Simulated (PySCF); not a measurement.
A structure optimised at PBE0-D3(BJ)/def2-SVP, used in a PySCF frequency run:

```xyz
7

O      0.5475    -1.4063    -1.1718
Si     0.0802    -0.1999    -0.1607
S      1.6597     1.1813     0.0431
Cl    -1.6448     0.6352    -0.9143
Cl    -0.3385    -0.8827     1.7242
H     -0.1468    -1.9642    -1.5393
H      1.8041     1.3190    -1.2948
```

Task: Write its SMILES and formula.

Result: O[Si](S)(Cl)Cl, Cl2H2OSSi

Task: What are its rotational constants (standard atomic weights)?

Result: 1.8348, 1.7267, 1.2687 GHz
